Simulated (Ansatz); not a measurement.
Cost and result for the atomization energy of C₃H₅BO, SMILES `BC1OC1=C` (10 atoms, 10 bonds).

Z-matrix (Å, degrees):
```
C
O 1 1.495
C 1 1.456 2 53.3
B 1 1.531 2 117.7 3 99.7
H 1 1.087 2 111.9 3 -106.0
C 3 1.315 1 153.4 2 179.0
H 4 1.195 1 118.9 2 -178.4
H 4 1.192 1 119.7 2 -2.1
H 6 1.082 3 120.6 1 178.9
H 6 1.080 3 119.9 1 -0.0
```

Total charge 0; spin multiplicity 1. The geometry is a stationary point of PBE0-D4/def2-TZVP. Program: Ansatz. All runs use 2 threads of an Arm Neoverse V2 on a shared host. Times are those of one run each, without the atoms' runs, and a repeat can differ threefold. Electronic energies, without spin–orbit coupling; frozen cores. CCSD(T)/CBS adds CCSD(T) − MP2 in def2-TZVPP to the MP2 limit, and its time is that of the two runs behind it. T1 = 0.014.

CCSD(T)/CBS is a level of theory with its own doubt, some kJ/mol a heavy atom from the limit and from the frozen cores, so smaller differences don't rank the functionals.

```json
{"level": "revPBE-D4/def2-TZVPP", "functions": "225", "wall time": "2.1 s", "atomization (kcal/mol)": "980.5", "difference from CCSD(T)/CBS": "14.4", "per bond": "1.4"}
{"level": "BLYP-D4/def2-TZVPP", "functions": "225", "wall time": "2.6 s", "atomization (kcal/mol)": "977.5", "difference from CCSD(T)/CBS": "11.4", "per bond": "1.1"}
{"level": "PBE-D4/def2-TZVPP (with forces)", "functions": "225", "wall time": "2.8 s", "atomization (kcal/mol)": "1007.9", "difference from CCSD(T)/CBS": "41.8", "per bond": "4.2"}
{"level": "PBE0-D4/def2-TZVPP", "functions": "225", "wall time": "3 s", "atomization (kcal/mol)": "983.4", "difference from CCSD(T)/CBS": "17.3", "per bond": "1.7"}
{"level": "CCSD(T)/def2-SVP", "functions": "95", "wall time": "4.9 s", "atomization (kcal/mol)": "925.8", "difference from CCSD(T)/CBS": "-40.3", "per bond": "-4.0"}
{"level": "r2SCAN-D4/def2-TZVPP (with forces)", "functions": "225", "wall time": "5 s", "atomization (kcal/mol)": "980.9", "difference from CCSD(T)/CBS": "14.8", "per bond": "1.5"}
{"level": "B2PLYP/def2-TZVPP", "functions": "225", "wall time": "6 s", "atomization (kcal/mol)": "964.2", "difference from CCSD(T)/CBS": "-1.9", "per bond": "-0.2"}
{"level": "ωB97X-V/def2-TZVPP", "functions": "225", "wall time": "8.5 s", "atomization (kcal/mol)": "973.2", "difference from CCSD(T)/CBS": "7.1", "per bond": "0.7"}
{"level": "B97M-V/def2-TZVPP", "functions": "225", "wall time": "11 s", "atomization (kcal/mol)": "977.5", "difference from CCSD(T)/CBS": "11.4", "per bond": "1.1"}
{"level": "ωB97M-V/def2-TZVPP (with forces)", "functions": "225", "wall time": "12 s", "atomization (kcal/mol)": "975.6", "difference from CCSD(T)/CBS": "9.5", "per bond": "0.9"}
{"level": "MP2/def2-QZVPP", "functions": "435", "wall time": "24 s", "atomization (kcal/mol)": "981.7", "difference from CCSD(T)/CBS": "15.6", "per bond": "1.6"}
{"level": "CCSD(T)/def2-TZVPP", "functions": "225", "wall time": "2.1 min", "atomization (kcal/mol)": "942.6", "difference from CCSD(T)/CBS": "-23.5", "per bond": "-2.4"}
{"level": "CCSD(T)/CBS(def2)", "functions": "–", "wall time": "2.5 min", "atomization (kcal/mol)": "966.1", "difference from CCSD(T)/CBS": "0.0", "per bond": "0.0"}
```

At CCSD(T), def2-SVP lies −40.2 kcal/mol from the extrapolated value and def2-TZVPP −23.5 kcal/mol: correlation converges slowly with the basis, and small sets miss more of it in the bonded molecule than in its fragments. The D4 term adds +6.4 kcal/mol with B3LYP and +3.3 kcal/mol with PBE0; it sums over pairs of atoms, weighted by their polarisabilities, and B3LYP, whose exchange is more repulsive, gets the larger term. From BLYP to BHLYP (50 % exact exchange), in def2-TZVPP and without D4, the atomization energy moves by −35.0 kcal/mol: exact exchange takes away binding that semilocal exchange gives to molecules.

B3LYP here is the variant with VWN-RPA as its local correlation; programs differ in this.
